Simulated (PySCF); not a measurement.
Vertical excitations of a molecule C₃H₆BNO from TDDFT-PBE/def2-SVPD run with PySCF, as energy in eV (oscillator strength): 5.81 (0.000), 6.14 (0.116), 6.61 (0.000), 6.83 (0.002), 6.98 (0.007), 7.00 (0.011), 7.74 (0.034), 7.89 (0.000), 7.95 (0.007), 8.09 (0.009). Lowest triplet (TDA): 5.43 eV. Coordinates come from a B3LYP-D3(BJ)/def2-SVP optimisation. Other conformers were not sampled.

### Question
Which molecule gave these data?
A) C#CCB(N)O
B) CN1C=CB1O
C) CB(C)OC#N
D) CB1CN=CO1

### Answer
C, CB(C)OC#N
